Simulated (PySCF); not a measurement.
## Electron correlation in S (sulfur, neutral)

[Ne] 3s2 3p4, high-spin 3P determinant. Computed with PySCF 2.14 in Sapporo-DZP-2012, with the spin-free X2C one-electron Hamiltonian (Gaussian nucleus). Frozen: [Ne]; 6 electrons correlated.

MP2 pair energies summed by pair of shells (mhartree):

```json
{"pair": "3p-3p", "energy": "-42.69", "share (%)": "48.2"}
{"pair": "3s-3p", "energy": "-38.39", "share (%)": "43.4"}
{"pair": "3s-3s", "energy": "-7.43", "share (%)": "8.4"}
```

Total MP2 correlation energy: -88.52 mhartree.

Same-spin part -22.78 and opposite-spin part -65.74 mhartree; SCS-MP2 scales them by 1/3 and 6/5 to -86.48 mhartree.

| level | correlation energy (mhartree) |
| --- | --- |
| CCSD | -109.82 |
| (T) | -1.59 |
| CCSD(T) | -111.41 |

Diagnostics: T1 = 0.0090, D1 = 0.0299, largest double amplitude 0.063.

**Question.** Is a single reference adequate?

**Answer.** Yes: T1 lies below 0.03 and no double amplitude reaches 0.07.
